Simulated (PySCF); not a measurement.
# Removing the step error of a finite difference

System: C₅H₁₁FSi (SMILES C=C[Si](C)(F)CC), singlet, at a GFN2-xTB geometry, atoms displaced at random by about 0.08 Å a coordinate. Level: PBE/STO-3G, gradient (PySCF). Sums are taken with unrounded values, so a last digit can differ.

Central differences of the energy along z of atom 16 gave a gradient component of -0.029323 Eh/bohr at step 0.05 and -0.029175 Eh/bohr at step 0.2 (atomic units).

### Question
Extrapolate to zero step.

### Answer
The leading error of a symmetric difference goes as h², so A(h) = A0 + c h². Then c = (-0.029175 - (-0.029323))/(0.2² - 0.05²) = 0.00396 (atomic units) and A0 = -0.029323 - c × 0.05² = -0.029333 Eh/bohr. The analytic value from the same program and level (with grid response) is -0.029333 Eh/bohr: the smaller step missed it by 0.000010, the extrapolation by 0.000000.
